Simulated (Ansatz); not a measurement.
Relaxation of Cl3H2Sn (6 atoms, charge 0, multiplicity 2), to a largest force component of 0.03 eV/Å in at most 50 steps.

These are results of Ansatz 0.2.0, UKS PBE/def2-SVP, not measurements.

```xyz
6
Properties=species:S:1:pos:R:3
Sn 0.013 -0.022 -0.101
Cl -0.018 0.030 2.299
H 1.662 0.083 -0.563
Cl -1.097 1.901 -0.904
H -0.903 -1.398 -0.564
Cl 0.028 -0.048 5.532
```

Task: Where does it end, and by what steps?

Result: The run converged. After 20 steps the energy has fallen by 0.636 eV; Cl6 moved furthest, 2.57 Å. Joined: Sn1–Cl6 (5.63 → 2.85 Å).

| step | energy less start (eV) | largest force component (eV/Å) | accepted |
| --- | --- | --- | --- |
| 0 | 0.0000 | 0.309 | yes |
| 1 | -0.0090 | 0.253 | yes |
| 2 | -0.0253 | 0.267 | yes |
| 3 | -0.0628 | 0.131 | yes |
| 4 | -0.0722 | 0.199 | yes |
| 5 | -0.1249 | 0.088 | yes |
| 6 | -0.1640 | 0.196 | yes |
| 7 | -0.2014 | 0.273 | yes |
| 8 | -0.2369 | 0.216 | yes |
| 9 | -0.2747 | 0.096 | yes |
| 10 | -0.3110 | 0.123 | yes |
| 11 | -0.3531 | 0.159 | yes |
| 12 | -0.4008 | 0.222 | yes |
| 13 | -0.4554 | 0.270 | yes |
| 14 | -0.5185 | 0.297 | yes |
| 15 | -0.5679 | 0.249 | yes |
| 16 | -0.6253 | 0.155 | yes |
| 17 | -0.5982 | 0.493 | no |
| 18 | -0.6353 | 0.070 | yes |
| 19 | -0.6354 | 0.101 | yes |
| 20 | -0.6364 | 0.006 | yes |

```xyz
6
Properties=species:S:1:pos:R:3
Sn 0.006 -0.009 0.520
Cl -0.770 1.326 2.454
H 1.705 0.124 0.372
Cl -0.833 1.442 -1.180
H -0.953 -1.417 0.368
Cl 0.532 -0.921 3.164
```

Whether the end is a true minimum wasn't checked by a vibrational analysis.

The run took 38 s on 2 threads of Intel(R) Xeon(R) 6975P-C (Granite Rapids), on a shared host, peak memory 0.23 GiB.
